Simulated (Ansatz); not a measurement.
`CS[CH2][ZnH]` + H₂S → `CSCS` + `[ZnH2]` at 500 K and 1 bar (substitution at a C–Zn bond).

Isolated molecules relaxed with PBE0-D4/def2-TZVP in Ansatz; ΔE leaves out vibrations. CBS: MP2 limit from def2 TZ/QZ plus the TZ coupled-cluster correction, frozen cores. This one scheme is used for every species. For Zn outer-core shells are correlated without core-valence functions, which leaves a few kJ/mol of doubt a bond. Scalar relativity is left out up to krypton. One conformer a species, not always the lowest.

```csv
species,CCSD(T)/CBS energy (Eh),H − E (kJ/mol),S (J/(mol·K))
`CS[CH2][ZnH]`,-2255.84623,230.9,406.1
H₂S,-398.97279,57.0,224.0
`CSCS`,-875.26018,240.3,383.3
`[ZnH2]`,-1779.54550,48.1,221.7
```

H − E and S are ideal-gas, rigid-rotor, harmonic terms from PBE0-D4/def2-TZVP, for one conformer and one mirror image of each species. 1 Eh = 2625.50 kJ/mol, R = 8.31446 J/(mol·K).

Q: By hand: ΔE, ΔH, ΔS and ΔG.

A: ΔE = (-875.26018) + (-1779.54550) − (-2255.84623) − (-398.97279) = 0.01334 Eh = 35.0 kJ/mol. Δ(H − E) = 240.3 + 48.1 − 230.9 − 57.0 = 0.5, so ΔH = 35.5 kJ/mol. ΔS = 383.3 + 221.7 − 406.1 − 224.0 = -25.1 J/(mol·K). ΔG = 35.5 − 500 × (-25.1)/1000 = 48.0 kJ/mol.

Q: By hand: the equilibrium constant, and the temperature at which ΔG would vanish if ΔH and ΔS stayed fixed.

A: log₁₀ K = −ΔG/(RT ln 10) = -5.0. ΔH and −TΔS have one sign here, so there is no such temperature.

TΔS isn't small against ΔH here. A doubt of 5 kJ/mol in ΔE shifts log₁₀ K by 0.5 here. Other conformers and mirror images would add mixing entropy, several J/(mol·K) or more a flexible species. These are equilibria of isolated gas molecules and say nothing of rates. Largest T1 diagnostic: 0.016 (customary marks: 0.02 for closed shells, 0.045 for open ones).
